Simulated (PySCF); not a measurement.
**One elementary step**

Start structure (CH$_{8}$Ge, singlet), relaxed at PBE0-D4/def2-TZVP:

Ge1  (-1.320, 0.924, -1.370)
H2  (0.013, 1.559, -0.953)
H3  (-1.290, 0.617, -2.873)
H4  (-2.465, 1.901, -1.072)
H5  (-1.537, -0.376, -0.586)
H6  (1.496, 0.020, 0.859)
C7  (1.320, -0.925, 1.371)
H8  (1.197, -1.719, 0.635)
H9  (0.415, -0.848, 1.974)
H10  (2.168, -1.154, 2.015)
(Å)

The step: GeH₄ + CH₄ → CH₆Ge ([CH3][GeH3]) + H₂; bonds formed: Ge1–C7, H2–H6; bonds broken: Ge1–H2, H6–C7. PySCF 2.14 with density fitting (its default auxiliary sets; JK sets also for MP2 and CCSD(T)); basis: def2-TZVPP and def2-QZVPP; cores frozen in the correlated methods. Filled d shells of the heavier atoms are correlated. The def2 sets are not built for correlating such inner shells, so the correlated values are less sure here. Extrapolation: Hartree–Fock as exp(−7.88 √X), correlation as X^−2.97. Energies below are by CCSD(T) at an estimated basis limit (MP2 extrapolated from triple and quadruple zeta, plus CCSD(T) − MP2 in triple zeta).

(1) What are the electronic barrier and the energy of the step, from the start structure to the end structure? (An estimate is asked for; the value comes from the calculation.)

No T1 diagnostic of these runs exceeds 0.012. The start structure is not quite a true minimum (one mode of 30i cm⁻¹). The end structure is not quite a true minimum (one mode of 28i cm⁻¹).

Answers

(1) Computed: Barrier 91.50 kcal/mol; step energy 9.10 kcal/mol (uphill); reverse barrier, their difference, 82.39 kcal/mol. Barrier and step energy count from the start structure, the reverse barrier from the end structure.

The saddle point: One imaginary mode of 1872i cm⁻¹.
| pair | start (Å) | saddle (Å) | end (Å) |
| --- | --- | --- | --- |
| Ge1–C7 | 4.23 | 2.29 | 1.95 |
| H2–H6 | 2.80 | 1.15 | 0.75 |
| Ge1–H2 | 1.53 | 1.87 | 3.44 |
| H6–C7 | 1.09 | 1.38 | 3.81 |

Zero-point energy (harmonic, PBE0-D4): ZPE is 47.04 kcal/mol at the start and 44.93 kcal/mol at the saddle, so the barrier goes from 91.50 to 89.39 kcal/mol.

Labels in which every atom is bracketed show which atoms are joined, not bond orders.

For scale, one of the runs: CCSD(T)/def2-TZVPP, 191 basis functions, launched by `OMP_NUM_THREADS=4 python run.py`. Hardware: 4 CPU threads of a Oxide Virtual Turin-like, shared host. Wall time 3.6 min; peak host memory 2.3 GiB.
